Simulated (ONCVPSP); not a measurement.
Transferability test, ONCV potential for Al

Al, optimised norm-conserving Vanderbilt (ONCV), made with ONCVPSP 4.0.1 (LDA (Perdew-Wang 92), scalar-relativistic). Core [Ne], reference 3s2 3p0.75 (charge +0.25). Waves: 3s: rc 1.85 bohr, ncon 4, nbas 8, qcut 4.6 1/bohr, 2 projectors, debl 3.1 Ha; 3p: rc 2.40 bohr, ncon 4, nbas 7, qcut 3.7 1/bohr, 2 projectors, debl 3.1 Ha; d scattering state at 0.02 Ha: rc 2.15 bohr, ncon 4, nbas 7, qcut 4 1/bohr, 1 projector. Local part: polynomial inside 1.15 bohr (lpopt 5, dvloc0 0 Ha). Core correction: polynomial model core, fcfact 0.7.

Energies are relative to the spin-unpolarised reference configuration 3s2 3p0.75; without spin polarisation the order of configurations can differ from experiment.

```csv
valence configuration,charge,ΔE all-electron (eV),error AE − PS (meV)
3s2 3p1,0,-0.874,+0.1
3s2 3p0,+1,4.967,+0.6
```

**Question.** What are ΔE and the potential's error for 3s1 3p0?

**Answer.** ΔE = 24.337 eV all-electron; the error (AE − PS) is +6.5 meV.

**Question.** What are ΔE and the potential's error for 3s2 3p0.5?

**Answer.** ΔE = 1.248 eV all-electron; the error (AE − PS) is 0.0 meV.

Note: no bound ghost flagged; GHOST(+) flagged for s at 108.9 eV.
